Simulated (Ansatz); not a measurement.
C5H15OSi2, doublet, geometry from GFN2-xTB; MP2/def2-SV(P) in Ansatz (a program for electronic structure).

Input for Ansatz:
Ansatz 0.2 input:
```yaml
crystal:
  periodic: [false, false, false]
  atoms:
    - {symbol: C, position_ang: [2.23591472, 1.87430437, 0.24724250]}
    - {symbol: Si, position_ang: [1.86051365, 0.10193727, -0.35061641]}
    - {symbol: C, position_ang: [2.37046986, -1.20345024, 0.94391061]}
    - {symbol: O, position_ang: [0.25111153, -0.01641741, -0.60627064]}
    - {symbol: Si, position_ang: [-1.31223883, -0.15232204, -0.15867484]}
    - {symbol: C, position_ang: [-2.33626438, 0.58233246, -1.58117978]}
    - {symbol: C, position_ang: [-1.69231924, -1.99934393, 0.09955328]}
    - {symbol: C, position_ang: [-1.59480466, 0.81681199, 1.45819597]}
    - {symbol: H, position_ang: [1.90405235, 2.61598159, -0.47240063]}
    - {symbol: H, position_ang: [3.29840457, 2.02013633, 0.41278727]}
    - {symbol: H, position_ang: [1.71878788, 2.06931712, 1.18574679]}
    - {symbol: H, position_ang: [3.43721050, -1.17562147, 1.14072650]}
    - {symbol: H, position_ang: [2.11605247, -2.20710082, 0.61792915]}
    - {symbol: H, position_ang: [1.85030226, -1.01961845, 1.88334339]}
    - {symbol: H, position_ang: [-2.14377675, 0.06018739, -2.51300186]}
    - {symbol: H, position_ang: [-2.09978148, 1.62995801, -1.73930358]}
    - {symbol: H, position_ang: [-3.39951162, 0.51111296, -1.37598552]}
    - {symbol: H, position_ang: [-1.11139739, -2.41349470, 0.91836361]}
    - {symbol: H, position_ang: [-2.74126322, -2.16090455, 0.32637021]}
    - {symbol: H, position_ang: [-1.45551062, -2.57359087, -0.79097342]}
    - {symbol: H, position_ang: [-2.63409598, 0.77917427, 1.76930579]}
    - {symbol: H, position_ang: [-0.99602882, 0.41451355, 2.27064515]}
    - {symbol: H, position_ang: [-1.32616142, 1.86274778, 1.34035427]}
basis:
  gaussian:
    orbitals: def2-SV_P_.json
magnetization: {spin_polarized: true, initial_magnetization: 1}
correlation: {method: mp2}
```
The basis file holds def2-SV(P) in the JSON format of the Basis Set Exchange.

Task: What does Ansatz print? Leave out banner, timings and long lists.

Result: 
```
Functional definition: HF
1658 factors; integrals over basis functions are off by at most 6.8e-4 eV
mean field evaluation 1: about -23135.9174 eV, gradient 3.6e1 eV
mean field evaluation 2: about -23135.9174 eV, gradient 3.6e1 eV
mean field evaluation 4: about -23142.7494 eV, gradient 4.2e0 eV
mean field evaluation 8: about -23142.8715 eV, gradient 1.2e-1 eV
mean field -23142.87184271 eV, -850.4848534178 hartree, gradient 1.3e-6 eV, S^2 0.752365; 0 other end points of the search recorded, 0 dependent functions left out
16 core orbitals not correlated
reference -23142.87184271 eV, -850.4848534178 hartree; 25, 24 occupied and 109, 110 virtual orbitals, 1658 factors
second order -26.40721664 eV of doubles, -0.00000000 eV of singles
Total energy: -23169.27905935 eV, -851.4553007298 hartree
```
